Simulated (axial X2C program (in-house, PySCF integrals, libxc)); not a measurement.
## Which molecule has these constants?

All values come from calculations with an axial X2C code built on PySCF integrals, spin-free (one-electron X2C) or two-component (2c: spin–orbit coupling with atomic mean-field Coulomb and Gaunt terms, which also bring small scalar terms), in Dyall basis sets with cores contracted in-house; open shells are unrestricted.

A two-component PBE0 calculation in a Dyall 3-zeta basis gave Re = 3.415 Å, ωe = 107.0 cm⁻¹, Ω = 5/2.

Question: Which molecule is it?
A. NaRh⁻
B. NaAg⁻
C. NaTe⁻
D. NaNb⁻
E. NaSb⁻

Answer: D. The others have NaRh⁻ 2.961 Å and 136.9 cm⁻¹ (Ω = 7/2); NaSb⁻ 2.978 Å and 154.4 cm⁻¹ (Ω = 3/2); NaTe⁻ 2.725 Å and 246.2 cm⁻¹ (Ω = 0); NaAg⁻ 2.898 Å and 137.9 cm⁻¹ (Ω = 1/2).

Each entry is the lowest single determinant of a limited PBE0 search at one distance. De goes to single-determinant-based atoms at the same level (for ions the charge split of lowest energy) and is withheld (n/a) where an atom does not fit its ground term or J level. Main or longest-lived isotopes. One determinant is a doubtful description, or other states lie close, for NaNb⁻, NaRh⁻, NaSb⁻; these need not be ground states, and all values refer to the states named. With several unpaired electrons the Ω given is that of one determinant, not necessarily of the lowest component. The functionals have no current term, which raises determinants with orbital currents. Where the atoms have a lower orbital projection than the molecule, De at mean-field level may be about a tenth of an eV too small.
